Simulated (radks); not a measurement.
Values are calculated unless marked as measured or tabulated.
Task: Mo3+, configuration [Ar] 3d10 4s2 4p5 4d3 5s1 (not the ground configuration). Level of theory: Dirac Kohn-Sham, B86b exchange with PBE correlation, spin-unpolarised, spherical densities, point nucleus; open shells fill j = l - 1/2 first (a radial shooting solver on a logarithmic mesh with Libxc functionals). Some entries of the table are withheld. Estimate them.

orbital  occ.  eigenvalue (eV)  <r> (bohr)  <r^2> (bohr^2)
1s1/2       2        -19857.52     0.03516        0.001668
2s1/2       2        -2839.305      0.1534         0.02778
2p1/2       2              (1)      0.1307         0.02098
2p3/2       4              (2)      0.1353         0.02235
3s1/2       2        -517.0297      0.4285          0.2104
3p1/2       2        -431.7719      0.4231          0.2085
3p3/2       4        -414.2046      0.4336          0.2188
3d3/2       4        -263.5488      0.4127          0.2049
3d5/2       6        -260.2202      0.4162          0.2082
4s1/2       2        -102.3811       1.085           1.331
4p1/2       2         -77.5181       1.174           1.571
4p3/2       3         -74.8298       1.201           1.642
4d3/2       3         -37.5704         (3)           2.732
4d5/2       0         -37.2490         (4)           2.770
5s1/2       1         -28.8643       2.612           7.624

Result: 
(1) 2p1/2 eigenvalue (eV): -2615.270
(2) 2p3/2 eigenvalue (eV): -2508.666
(3) 4d3/2 <r> (bohr): 1.529
(4) 4d5/2 <r> (bohr): 1.540
